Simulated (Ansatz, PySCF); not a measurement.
C₃H₃, SMILES c1c[cH+]1, charge +1. Atoms are numbered in the order given.

```xyz
6

C      0.7832     0.0000     0.0000
C     -0.3916     0.6783     0.0000
C     -0.3916    -0.6783     0.0000
H      1.8655     0.0000     0.0000
H     -0.9328     1.6156     0.0000
H     -0.9328    -1.6156     0.0000
```
Charge +1, spin multiplicity 1.

The structure is a stationary point at PBE0-D3(BJ)/def2-TZVP.

Two levels are set side by side: PBE-D3(BJ)/def2-TZVP (Ansatz, a first-principles code) and PBE0-D3(BJ)/def2-TZVP (Ansatz). Each level has its own optimised geometry; the coordinates shown are those of the second. Frequencies come from the Hessian of PySCF at each geometry. Differences are taken from unrounded values.

```json
[
 {"quantity": "mean bond length (Å)", "PBE0-D3(BJ)": "1.219", "PBE-D3(BJ)": "1.229", "PBE-D3(BJ) minus PBE0-D3(BJ)": "0.009"},
 {"quantity": "bond C1–C2 (Å)", "PBE0-D3(BJ)": "1.357", "PBE-D3(BJ)": "1.368", "PBE-D3(BJ) minus PBE0-D3(BJ)": "0.011"},
 {"quantity": "bond C1–C3 (Å)", "PBE0-D3(BJ)": "1.357", "PBE-D3(BJ)": "1.368", "PBE-D3(BJ) minus PBE0-D3(BJ)": "0.011"},
 {"quantity": "bond C2–C3 (Å)", "PBE0-D3(BJ)": "1.357", "PBE-D3(BJ)": "1.368", "PBE-D3(BJ) minus PBE0-D3(BJ)": "0.011"},
 {"quantity": "bond C1–H4 (Å)", "PBE0-D3(BJ)": "1.082", "PBE-D3(BJ)": "1.090", "PBE-D3(BJ) minus PBE0-D3(BJ)": "0.007"},
 {"quantity": "bond C2–H5 (Å)", "PBE0-D3(BJ)": "1.082", "PBE-D3(BJ)": "1.090", "PBE-D3(BJ) minus PBE0-D3(BJ)": "0.007"},
 {"quantity": "bond C3–H6 (Å)", "PBE0-D3(BJ)": "1.082", "PBE-D3(BJ)": "1.090", "PBE-D3(BJ) minus PBE0-D3(BJ)": "0.007"},
 {"quantity": "highest harmonic wavenumber (cm⁻¹)", "PBE0-D3(BJ)": "3305", "PBE-D3(BJ)": "3215", "PBE-D3(BJ) minus PBE0-D3(BJ)": "-90"},
 {"quantity": "mean harmonic wavenumber (cm⁻¹)", "PBE0-D3(BJ)": "1663", "PBE-D3(BJ)": "1608", "PBE-D3(BJ) minus PBE0-D3(BJ)": "-55"},
 {"quantity": "zero-point energy (kcal/mol)", "PBE0-D3(BJ)": "28.53", "PBE-D3(BJ)": "27.59", "PBE-D3(BJ) minus PBE0-D3(BJ)": "-0.94"}
]
```

Exact exchange shortens and stiffens bonds; PBE has none. Differences between two approximate levels are no errors against the true value.
